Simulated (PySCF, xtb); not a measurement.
Zn(Et) (C2H5Zn), SMILES C[CH2][Zn+], charge +1.

Harmonic wavenumbers (cm⁻¹) from GFN2-xTB (xtb 6.7.1) at its own minimum, in rising order: 208, 256, 368, 681, 879, 895, 1053, 1113, 1166, 1327, 1356, 1364, 1430, 2890, 2922, 2945, 3006, 3021.

Question: What does B3LYP-D3(BJ)/def2-SVP (PySCF 2.14.0) give at its own minimum? (The exact figures need the calculation; the answer reports its results.)

Answer: 213, 257, 374, 688, 904, 915, 1045, 1133, 1219, 1369, 1420, 1437, 1469, 2986, 3084, 3103, 3158, 3176. Paired by order, the mean absolute difference is 60 cm⁻¹ and the zero-point energies are 38.4 and 40.0 kcal/mol.
